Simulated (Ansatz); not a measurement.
Born–Oppenheimer molecular dynamics of F2H6O2Si (11 atoms, charge 0, multiplicity 1). It starts at the highest image of a converged band, a first-order saddle point between two minima.

Level of theory: Ansatz, RHF/def2-SVP.

```json
{"ensemble": "NVE (velocity Verlet)", "time step": "0.5 fs", "steps asked": "200", "starting velocities drawn for": "100 K", "seed": "4819"}
```

First frame:

```xyz
11
Properties=species:S:1:pos:R:3
Si -0.678 0.391 -0.731
O 0.100 -1.148 -0.242
H -1.033 -0.147 -2.067
H -1.944 0.610 -0.040
O 0.344 1.595 -1.135
H 0.588 -0.040 1.722
F 0.052 0.815 1.226
H 0.584 -1.282 0.699
F 1.036 -1.051 1.873
H 0.237 -1.823 -0.893
H 0.714 2.081 -0.412
```

Q: How far do the bonds stretch over the last three quarters of this one trajectory? (Pairs bonded in most of those frames.)

A: 
```csv
bond,mean (Å),spread (Å),shortest,longest
Si1–O2,1.685,0.027,1.65,1.73
Si1–H3,1.476,0.008,1.46,1.49
Si1–H4,1.468,0.010,1.45,1.48
Si1–O5,1.642,0.032,1.59,1.68
O2–H10,0.948,0.013,0.93,0.97
O5–H11,0.946,0.004,0.94,0.95
H6–F7,0.913,0.019,0.89,0.96
H8–F9,0.929,0.059,0.84,1.02
```

Mean temperature of the second half: 707 K. The conserved energy stayed within 0.55 meV per atom of its start (net change 0.23 meV per atom), so the integration is sound. The kinetic energy rose, since the run started high on the potential surface and went downhill. It ends in pieces (FH + FH + H4O2Si), so much of that is their flight and rotation, not heat. A run of 0.1 ps of so small a system gives no equilibrium averages. The orbitals stay closed-shell, which can raise the energy where a bond breaks towards radicals; this wasn't checked here.

Run time: 3.4 min on 2 threads of AMD EPYC 7R43 64-Core Processor (Zen 3), with other jobs on the host, peak memory 0.21 GiB.
